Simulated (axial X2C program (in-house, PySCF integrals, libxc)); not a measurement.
WS⁺: properties at the nuclei

Calculated with an axial X2C code built on PySCF integrals: two-component X2C with atomic mean-field Coulomb and Gaunt terms, Gaussian nuclei, basis W dyall-cv3z, S dyall-av3z with contracted cores.

R = 2.050 Å (near the PBE0 minimum at charge 1 of the determinant lowest at the starting distance; the state shown can have its own minimum elsewhere).

Input and command:
```json
{"zs": [74, 16], "q": 1, "bas": ["dyall-cv3z", "dyall-av3z"], "r0": 2.14, "levels": ["PBE0", "HF", "B3LYP", "PBE50", "BHandHLYP"], "nst": 3}
```
```bash
python soeom.py task.json out
```

Keys: zs atomic numbers; q charge; bas basis sets; r0 starting distance in Å; levels methods; nst determinants followed.

Determinant lowest in the PBE0 search, Ω = 3/2 (⟨Sz⟩ = 1.49, ⟨Lz⟩ = 0.01 at PBE0), spin on the atoms W 1.77, S -0.29:

| level | Eeff magnitude (GV/cm) | Ws magnitude W (kHz) | A∥/gI W (MHz) | qzz W (a.u.) | A∥/gI S (MHz) | qzz S (a.u.) |
| --- | --- | --- | --- | --- | --- | --- |
| PBE0 | 6.33 | 3.23 | 3640 | 1.06 | 37.7 | -1.09 |
| HF | 0.819 | 2.7 | 2870 | -0.80 | 19.2 | -2.00 |
| B3LYP | 7.5 | 4.01 | 3730 | 1.13 | 29.9 | -1.02 |
| PBE50 | 1.88 | 0.0667 | 3460 | 0.77 | 39.3 | -1.27 |
| BHandHLYP | 2.41 | 0.404 | 3510 | 0.94 | 31.8 | -1.18 |

Eeff is the effective electric field on the electron electric dipole moment in this Ω state and Ws the scalar–pseudoscalar constant of the nucleus named (defined with the proton number Z and per Ω); A∥ (defined per Ω) follows by multiplying with gI = μI/(I μN); qzz is the electric field gradient, eQq0 = 234.96 MHz × Q/barn × qzz. The operators were transformed with the bare-nucleus X2C matrices; with these basis sets, hyperfine constants and field gradients can be off by tens of per cent, and where levels differ in sign neither size nor sign is settled.

Q: With gI(183W) = 0.2356, Q(33S) = -0.0694 barn (g factors from the IAEA table of nuclear moments by Stone; Q from Pyykkö, Mol. Phys. 2018), turn the PBE0 values of the first state into constants in MHz.

A: A∥(183W) = 3640 × 0.2356 = 858 MHz; eQq0(33S) = 234.96 × (-0.0694) × (-1.09) = 17.8 MHz.

Each state is one determinant with collinear spin, which with several unpaired electrons need not be a pure state. Unrestricted Hartree–Fock can overshoot spin polarisation at the nuclei. In the state Ω = 3/2 the sign of Eeff differs between levels (HF against PBE0). This is the top spin component of a Σ state; components of lower Ω are not single determinants and can lie lower. With several open shells hyperfine constants can be off by a factor of several. Where Eeff spreads by more than a factor of two the levels disagree and none is to be relied on. The search compared states at one distance, so a state with another bond length can lie lower. The sign of Ws at W differs between levels in the first state. Further determinants of the search, some of them spin-mixed, are not shown. Where a field gradient or hyperfine factor spreads by more than a factor of two over the levels, a constant derived from it is not to be relied on.
